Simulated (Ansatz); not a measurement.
Relaxation of CH$_{4}$BFO$_{2}$S (10 atoms, charge 0, multiplicity 1), to a largest force component of 0.015 eV/Å in at most 40 steps.

Method: Ansatz, RKS PBE0-D4/6-31G*.

```xyz
10
Properties=species:S:1:pos:R:3:forces:R:3
O -0.250 -2.474 0.160 0.64 3.40 -2.48
B -0.188 -1.329 -0.804 0.55 -1.13 -0.50
F 0.554 -1.493 -2.027 -2.24 0.46 3.45
O -0.828 -0.052 -0.562 0.16 -3.68 -1.44
C -0.050 0.802 0.131 2.66 1.37 1.94
S -0.935 2.383 0.441 1.01 0.51 0.60
H 0.483 -2.294 0.780 -0.36 -0.31 -0.02
H 0.904 1.064 -0.446 -0.97 -0.39 0.78
H 0.231 0.404 1.185 -0.22 0.35 -1.54
H 0.162 2.938 1.145 -1.24 -0.58 -0.78
```

Problem. Where does it end, and by what steps?

Solution. The run converged. After 23 steps the energy has fallen by 1.890 eV; H7 moved furthest, 1.86 Å.

```
step  energy less start (eV)  largest force component (eV/Å)  accepted
   0                  0.0000                           3.684       yes
   1                 -0.7498                           1.843       yes
   2                 -0.8256                           1.237       yes
   3                 -1.0672                           1.581       yes
   4                 -1.1053                           3.048       yes
   5                 -1.4425                           0.749       yes
   6                 -1.5829                           0.347       yes
   7                 -1.6233                           0.878       yes
   8                 -1.6833                           0.224       yes
   9                 -1.7170                           0.280       yes
  10                 -1.7451                           0.462       yes
  11                 -1.7767                           0.569       yes
  12                 -1.7921                           0.778       yes
  13                 -1.8348                           0.533       yes
  14                 -1.8706                           0.311       yes
  15                 -1.8273                           0.887        no
  16                 -1.8823                           0.074       yes
  17                 -1.8866                           0.098       yes
  18                 -1.8885                           0.061       yes
  19                 -1.8892                           0.039       yes
  20                 -1.8896                           0.052       yes
  21                 -1.8894                           0.081        no
  22                 -1.8897                           0.034       yes
  23                 -1.8897                           0.007       yes
```

```xyz
10
Properties=species:S:1:pos:R:3
O -0.600 -1.759 0.340
B -0.090 -1.335 -0.837
F 0.049 -2.205 -1.826
O 0.322 -0.050 -1.115
C 0.553 0.883 -0.111
S -1.033 1.395 0.697
H -0.866 -1.018 0.909
H 1.011 1.756 -0.578
H 1.219 0.490 0.666
H -0.479 1.791 1.858
```

Whether the end is a true minimum wasn't checked by a vibrational analysis.

Run time: 99 s on 2 threads of Intel(R) Xeon(R) Platinum 8259CL CPU @ 2.50GHz (Skylake/Cascade Lake), on a shared host, peak memory 0.24 GiB.
